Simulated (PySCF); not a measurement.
TeHBr, SMILES Br[TeH]. Geometry optimised at B3LYP-D3(BJ)/def2-TZVP. The def2 effective core potentials stand for the cores of Te; spin–orbit coupling is left out.

Computed with B3LYP-D3(BJ)/def2-TZVP in PySCF 2.14.0.

Harmonic wavenumbers (cm⁻¹): 250, 626, 2108. Rotational constants (GHz): 183.1, 1.611, 1.597; symmetry number 1.

Q: Work out the zero-point energy and the ideal-gas rigid-rotor harmonic-oscillator thermochemistry at 298.15 K and 1 atm.

A: ZPE = ½ Σ hcν = ½ × 2983 cm⁻¹ = 17.84 kJ/mol. H − E(el) = 29.42 kJ/mol. Entropy in J/(mol K): translation 175.34, rotation 100.57, vibration 8.95, total 284.87. G − E(el) = -55.51 kJ/mol. Cp = 44.76 J/(mol K).
